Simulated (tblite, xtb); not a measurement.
selenium dioxide (O2Se), singlet, at a GFN2-xTB geometry. Base run: GFN1-xTB (xtb 6.7.1).

Input for xtb:
```
$ xtb mol.xyz --gfn 1 --json

# file mol.xyz
3

O     -1.30858110     0.55019170     0.03169236
Se     0.01459899    -0.28855533    -0.02417049
O      1.24653537     0.67616846     0.07103224
```

Programs used: tblite, xtb; a row that names a program was run with it.

The base run was repeated with changes; each row names its change, and settings that it needs were set with it.

```
change                                                         ΔE vs base (kJ/mol)  HOMO-LUMO gap (eV)  dipole (D)  G_solv (kcal/mol)  SCF cycles
-------------------------------------------------------------  -------------------  ------------------  ----------  -----------------  ----------
base                                                                          0.00                2.97        4.51                  -           8
program = tblite; method = gfn1; option = --grad                              0.00                   -           -                  -           -
etemp = 1000                                                                  0.00                2.97        4.51                  -           8
etemp = 3000                                                                 -0.34                2.98        4.51                  -           8
file = coord                                                                  0.00                2.97        4.51                  -           8
program = tblite; method = gfn1; option = (--efield, 0,0,0.1)                 0.66                   -           -                  -           -
program = tblite; method = gfn1; option = (--etemp, 2000)                    -0.02                   -           -                  -           -
alpb = chcl3                                                                 -8.58                3.00        4.63              -2.21           9
alpb = toluene                                                              -10.92                2.99        4.59              -2.67           9
```

ALPB and GBSA are two models with their own fitted parameters for each solvent, which aren't always the measured dielectric constant.
